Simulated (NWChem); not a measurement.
# Atomisation of H4ClInS

SMILES: S.[Cl][InH2]
```xyz
7

In     0.7802     0.0609    -0.1793
H      1.6944    -1.1598     0.6218
H      1.1034     1.6908    -0.6428
Cl    -1.0791    -0.8776    -1.4302
S     -1.1963     0.6047     1.9169
H     -1.5621     1.8043     1.4069
H     -1.9808    -0.0773     1.0425
```
Charge 0, spin multiplicity 1.

Everything below was run with NWChem. All single points use one geometry, from B3LYP/def2-SVP with def2 effective core potentials on In, a minimum by its harmonic frequencies.

Basis set: def2-TZVP. The atomisation energy is electronic alone: no zero-point, thermal, spin-orbit or counterpoise terms. No value is extrapolated to the basis-set limit. Free atoms are single determinants with multiplicities In 2, H 2, Cl 2, S 3. Correlated methods freeze the same cores in atoms and molecule, 14 orbitals in all.

Effective core potentials replace the inner electrons of In; spin-orbit coupling is left out. B3LYP has NWChem's definition, with VWN1-RPA local correlation. The structure started from a generated list of species. No SCF solution was tested for a lower state. Open-shell Hartree-Fock references start from PBE0 orbitals.

Task: Order these methods by the atomisation energy they give, lowest first: B3LYP, BP86, MP2, BHandHLYP, HF.

Result: HF (282.4 kcal/mol), MP2 (370.5 kcal/mol), BHandHLYP (377.1 kcal/mol), B3LYP (382.0 kcal/mol), BP86 (395.6 kcal/mol)
